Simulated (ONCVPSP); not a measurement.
## Ir: one change to an ONCV potential, before and after

| Item | Value |
| --- | --- |
| Element | iridium |
| Generator | ONCVPSP 4.0.1 |
| Type | optimised norm-conserving Vanderbilt (ONCV) |
| Functional | LDA (Perdew-Wang 92) |
| Relativity | scalar-relativistic |
| Frozen core | [Kr] 4d10 4f14 |
| Valence charge | 17 |
| Reference configuration | 5s2 5p6 5d7 6s2 |
| Partial waves | 5s+6s: rc 1.90 bohr, ncon 4, nbas 7, qcut 7.3 1/bohr, 3 projectors, debl 1.9 Ha; 5p: rc 1.10 bohr, ncon 4, nbas 7, qcut 6.8 1/bohr, 2 projectors, debl 3.5 Ha; 5d: rc 1.65 bohr, ncon 5, nbas 9, qcut 6.3 1/bohr, 2 projectors, debl 2.2 Ha |
| Local potential | polynomial inside 1.10 bohr (lpopt 3, dvloc0 0 Ha) |
| Core correction | Teter function, fcfact 1.75, rcfact 1.15 |

All-electron outer shells of the reference configuration (LDA (PZ), scalar-relativistic, ld1.x):

```tsv
shell	level (eV)	outermost node (bohr)	outermost maximum (bohr)
5s	-98.30	0.50	0.89
4f	-62.55	–	0.39
5p	-54.92	0.54	1.01
5d	-7.36	0.59	1.31
6s	-6.59	1.17	2.38
```

Change: s: qcut 9.1.

Cutoffs: the cutoffs (Ha) at which the residual kinetic energy of the hardest occupied pseudo-wave falls to 1 and 0.1 mHa per electron; they do not see the model core or the augmentation charge, which bear on the density cutoff. Errors are all-electron minus pseudo energies relative to the spin-unpolarised reference configuration.

**Question.** Predict the effect on cutoff, ghosts and configuration errors.

**Answer.** The potential gets neither clearly harder nor softer (104 Ha and 124 Ha → 104 Ha and 124 Ha); the p channel sets the loose cutoff, while the largest relative change is in s, which becomes harder; of the 4 tests that both files solve, the error grows in 0 and shrinks in 2 by more than 15 % and 0.3 meV (median size 12.5 → 10.1 meV); neither file shows a bound ghost.

| quantity | base | changed |
| --- | --- | --- |
| cutoff, loose | 104 Ha | 104 Ha |
| cutoff, tight | 124 Ha | 124 Ha |
| loose cutoff by channel | s 16 Ha, p 104 Ha, d 17 Ha | s 21 Ha, p 104 Ha, d 17 Ha |
| bound ghosts | none | none |
| GHOST(+) flags under 300 eV | none | none |
| error for 5s2 5p6 5d7 6s1, meV [ΔE 10.18 eV] | -4.9 | -4.4 |
| error for 5s2 5p6 5d7 6s0, meV [ΔE 28.02 eV] | -18 | -14 |
| error for 5s2 5p6 5d6 6s0, meV [ΔE 58.86 eV] | -24 | -21 |
| error for 5s2 5p6 5d8 6s1, meV [ΔE -0.28 eV] | -7.1 | -5.9 |
| s: phases at 1.93 bohr within 0.05 rad from the reference energy up to (Ha; the scan ends near 5) | to the end of the scan | to the end of the scan |
| p: phases at 1.12 bohr within 0.05 rad from the reference energy up to (Ha; the scan ends near 5) | to the end of the scan | to the end of the scan |
| d: phases at 1.68 bohr within 0.05 rad from the reference energy up to (Ha; the scan ends near 5) | to the end of the scan | to the end of the scan |
| rms error of d²Exc/dni dnj with the model core, mHa | 4.86 | 4.62 |
